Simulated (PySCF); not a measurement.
## SMILES C(C(=C=CC#C)[Se]C)#C, C8H6Se

Geometry:
| atom | x (Å) | y (Å) | z (Å) |
| --- | --- | --- | --- |
| C1 | 2.855 | -1.265 | 0.597 |
| C2 | 2.124 | -0.726 | -0.208 |
| C3 | 1.280 | -0.112 | -1.177 |
| C4 | 0.205 | 0.591 | -0.879 |
| C5 | -0.887 | 1.256 | -0.573 |
| C6 | -0.914 | 2.662 | -0.358 |
| C7 | -0.987 | 3.857 | -0.168 |
| Se8 | -2.598 | 0.394 | -0.374 |
| C9 | -2.003 | -1.430 | -0.621 |
| H10 | 3.499 | -1.736 | 1.316 |
| H11 | 1.557 | -0.241 | -2.234 |
| H12 | -1.038 | 4.918 | 0.000 |
| H13 | -1.236 | -1.684 | 0.123 |
| H14 | -2.888 | -2.063 | -0.473 |
| H15 | -1.610 | -1.576 | -1.636 |

Computed, not measured: PySCF 2.14.0, TDDFT CAM-B3LYP/aug-cc-pVDZ excited states, vertical, gas phase. Geometry: PBE0-D3(BJ)/def2-SVP.

The calculation is non-relativistic, which matters for the atoms heavier than Zn.

(1) How strongly do the lowest singlets absorb one photon, and two photons of half the energy?

Answers

(1) δ for parallel linear polarisation; σ at the peak of a Lorentzian of half width 0.1 eV, single beam; Ω is circular over linear.
```csv
state,E (eV),f,photon λ (nm),δ (au),σ (GM),Ω,main
S1,3.70,0.001,670,1.51,0.01,1.21,HOMO→LUMO 0.93
S2,4.89,0.143,508,191,1.67,1.11,"HOMO→LUMO+1 0.71, HOMO→LUMO+2 0.13"
S3,4.93,0.026,503,51.1,0.46,1.03,"HOMO−2→LUMO 0.20, HOMO→LUMO+1 0.18"
S4,5.13,0.007,483,0.93,0.01,1.50,HOMO−1→LUMO+1 0.81
S5,5.33,0.517,465,120,1.25,0.62,HOMO−1→LUMO 0.82
S6,5.40,0.033,459,4.49,0.05,1.00,"HOMO−2→LUMO 0.52, HOMO→LUMO+2 0.12"
```

Among these, the strongest one-photon state is S5, the strongest two-photon state S2, with a dipole change of 3.8 D (relaxed, norm of the difference vector).
